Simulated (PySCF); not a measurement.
C5H5N2S (doublet state).
Numbering: `[CH:1]1[CH2:2][C@@H:3]1[c:4]1[n:5][cH:6][n:7][s:8]1` (hydrogens: H9 on C1; H10, H11 on C2; H12 on C3; H13 on C6)

Structure used (GFN2-xTB), in Å, numbered top down from 1:
```xyz
13
C5H5N2S angstrom
C     -1.7196   -0.1590   -0.9891
C     -1.9616    0.1692    0.4009
C     -0.8488   -0.8153    0.0065
C      0.5362   -0.3894    0.0657
N      0.9669    0.8285   -0.0874
C      2.3035    0.8518    0.0059
N      2.9433   -0.2649    0.2132
S      1.8766   -1.4953    0.3184
H     -1.4362    0.4770   -1.8009
H     -1.6974    1.1558    0.7664
H     -2.7968   -0.2777    0.9224
H     -1.0106   -1.8588    0.2480
H      2.8401    1.7786   -0.0877
```

The hyperfine couplings belong to this conformer and change with its torsions.

Level of theory: UKS B3LYP, pcH-1 on C H N S, non-relativistic, mean-field spin-orbit, GIAO in PySCF 2.14.0. Isolated species at its GFN2-xTB geometry (one conformer only). The geometry wasn't refined by DFT: couplings that depend on bond lengths, twists or pyramidal angles can differ widely from those at the functional's own minimum. Stability of the SCF solution: not tested.

Q: What is the g tensor, term by term?

A: 
```json
{"Δg (ppm)": "relativistic mass correction", "1": "-150", "2": "-150", "3": "-150"}
{"Δg (ppm)": "gauge correction", "1": "12", "2": "2", "3": "7"}
{"Δg (ppm)": "orbital Zeeman/spin–orbit", "1": "326", "2": "540", "3": "845"}
{"Δg (ppm)": "total", "1": "188", "2": "392", "3": "702"}
```

So g = 2.00251, 2.00271, 2.00302 and g_iso = 2.00275; the tensor is rhombic: the two nearest values differ by 40 % of g3 − g1. 

Q: What effective moment and Curie constant follow for a powder?

A: With the mean of g² = 4.0110 and S(S+1) = 0.75: μ_eff = √(⟨g²⟩S(S+1)) = 1.734 μB and χT = 0.12505·⟨g²⟩·S(S+1) = 0.376 cm³ K/mol (cgs; spin-Hamiltonian part alone).

Q: How much does each term add to the isotropic shift?

A: The orbital-Zeeman/spin–orbit term 570, the mass correction -150 and the gauge correction 7 ppm, for a total of 427 ppm. The orbital-Zeeman/spin–orbit term is the largest in size. The mass correction is the same along every axis, so the anisotropy comes from the other two: their spans along these axes are 10 (gauge) and 519 ppm (orbital Zeeman/spin–orbit).

Q: In a frozen sample, at which fields do the three g values resonate at 9.5, 34, 94 and 263 GHz (hyperfine left aside), and which band first spreads them over more than twice a line width of 0.5 mT?

A: 
```
band    GHz  B(g3) mT  B(g2) mT  B(g1) mT  spread mT
   X    9.5    338.86    338.92    338.95       0.09
   Q   34.0   1212.78   1212.97   1213.09       0.31
   W   94.0   3352.98   3353.50   3353.84       0.86
   J  263.0   9381.21   9382.66   9383.61       2.41
```

The spread grows in proportion to the frequency. J band is the first where it exceeds 1.0 mT.

The largest Mulliken spin population is on C1 (+0.95). The angles at C1 add up to 321.3°, so it is pyramidal.

The HOMO–LUMO gaps are 5.03 eV among the α and 4.73 eV among the β orbitals.

Time: 89 s wall (with the writing of density and orbital grids); peak memory 1.0 GiB. Hardware: Arm Neoverse V2, one thread, on a shared host.
